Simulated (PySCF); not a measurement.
NICS in isomers of C3H7N3Si.

NICS is the negative of the GIAO shielding at a point without a nucleus: at the ring centre (0) and 1 Å above and below it (1); zz is the component along the ring normal. Level: GIAO PBE0/pcSseg-1 (PySCF, non-relativistic, gas phase) on the GFN2-xTB geometries, one conformer each. Atom numbers follow the mapped SMILES.

**Question.** Order these rings by mean NICS(1)zz, lowest (most negative) first (ppm).
A. ring C2–N3–C4–N5–N7 in `[CH3:1][c:2]1[n:3][cH:4][n:5]([SiH3:6])[n:7]1`
B. ring N2–N3–C4–C5–N7 in `[CH3:1][n:2]1[n:3][cH:4][c:5]([SiH3:6])[n:7]1`
C. ring C2–N3–N4–N5–C6 in `[CH3:1][c:2]1[nH:3][n:4][n:5][c:6]1[SiH3:7]`

**Answer.** B (-34.4), C (-32.7), A (-30.7).

```json
{"SMILES": "Cn1ncc([SiH3])n1", "ring": "5-membered ring with 3 N; formal bonds all aromatic", "NICS(0)": "-13.3", "NICS(1)": "-13.7", "NICS(1)zz": "-34.4", "HOMA": "0.98", "rms pucker (Å)": "0.00", "ring atoms with four or more neighbours": "0"}
{"SMILES": "Cc1[nH]nnc1[SiH3]", "ring": "5-membered ring with 3 N; formal bonds all aromatic", "NICS(0)": "-12.2", "NICS(1)": "-13.0", "NICS(1)zz": "-32.7", "HOMA": "0.92", "rms pucker (Å)": "0.00", "ring atoms with four or more neighbours": "0"}
{"SMILES": "Cc1ncn([SiH3])n1", "ring": "5-membered ring with 3 N; formal bonds all aromatic", "NICS(0)": "-12.0", "NICS(1)": "-11.7", "NICS(1)zz": "-30.7", "HOMA": "0.90", "rms pucker (Å)": "0.00", "ring atoms with four or more neighbours": "0"}
```

NICS(0) gives the same order. The isotropic NICS(1) gives the same order. HOMA uses Krygowski's 1993 parameters. NICS(1) and NICS(1)zz are means over the two faces.
